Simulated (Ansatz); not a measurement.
Start from `C=C[CH2][SnH2][F]` and change one atom or group to get `F[CH2][SnH2][F]`.

Ansatz, PBE0-D4/def2-TZVP geometries, multiplicity 1. Each molecule was computed in one conformer, which needn't be the lowest.

Elements past krypton have def2 core potentials.

```tsv
property	`C=C[CH2][SnH2][F]`
ideal-gas entropy at 298 K and 1 bar (rigid rotor, harmonic PBE0-D4/def2-TZVP) / J/(mol·K)	373
LUMO energy (PBE0/def2-TZVPP) / eV	-0.68
size of the dipole moment (ωB97M-V/def2-TZVPP) / D	2.84
HOMO–LUMO gap (PBE0/def2-TZVPP) / eV	6.48
HOMO energy (PBE0/def2-TZVPP) / eV	-7.16
HOMO–LUMO gap (PBE/def2-TZVPP) / eV	4.61
```

Question: Give the same properties after the change, and the shifts. (Best estimate.)

Answer: Computed: 
| property | `F[CH2][SnH2][F]` | shift |
| --- | --- | --- |
| ideal-gas entropy at 298 K and 1 bar (rigid rotor, harmonic PBE0-D4/def2-TZVP) / J/(mol·K) | 348 | -25 |
| LUMO energy (PBE0/def2-TZVPP) / eV | -0.85 | -0.17 |
| size of the dipole moment (ωB97M-V/def2-TZVPP) / D | 1.25 | -1.59 |
| HOMO–LUMO gap (PBE0/def2-TZVPP) / eV | 7.57 | 1.09 |
| HOMO energy (PBE0/def2-TZVPP) / eV | -8.43 | -1.27 |
| HOMO–LUMO gap (PBE/def2-TZVPP) / eV | 5.35 | 0.74 |

With PBE0 the HOMO falls by 1.27 eV and the LUMO falls by 0.17 eV, so the gap widens by about 1.10 eV. PBE moves the HOMO by -0.92 eV and ωB97M-V by -1.35 eV. The zero-point energy changes by -107.0 kJ/mol with -12 modes. Dipoles are sizes alone; their direction can turn. Modes under 60 cm⁻¹, often nearly free rotors, make the harmonic entropy too high.
